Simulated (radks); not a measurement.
Initial-state core-level shifts of the xenon ion Xe3+ when its valence configuration changes from [Kr] 4d10 5s2 5p3. Calculated with a radial shooting solver on a logarithmic mesh with Libxc functionals: scalar-relativistic Kohn-Sham, r2SCAN, spin-polarised, spherical densities, finite nucleus; open shells are filled with parallel spins first (spin-orbit coupling, left out, can overturn this in heavy ions); meta-GGA in the generalised Kohn-Sham scheme; Fermi nuclear charge, rms radius 4.7859 fm. Shifts are changes of the shell-averaged eigenvalues in eV (positive: less bound); the change of the density at the nucleus, which sets a Mossbauer isomer shift, is in e/bohr^3, on a base of 2.805e+05.

valence,2s,3s,4s,4p,density at nucleus
4d8 5s2 5p5,-22.983,-21.706,-17.314,-16.509,+60.06
4d7 5s2 5p6,-34.716,-32.685,-25.714,-24.500,+93.78
4d8.5 5s2 5p4.5,-17.182,-16.253,-13.054,-12.453,+43.96
4d10 5s1.5 5p3.5,-0.695,-0.706,-0.684,-0.676,-50.67
4d9 5s2 5p4,-11.421,-10.820,-8.749,-8.350,+28.46
4d9 5s1 5p5,-12.779,-12.197,-10.072,-9.658,-75.40
4d10 5s1 5p4,-1.391,-1.413,-1.373,-1.358,-100.73
4d10 5p5,-2.979,-3.012,-2.914,-2.880,-199.88
4d8 5s1 5p6,-24.305,-23.043,-18.593,-17.771,-48.87
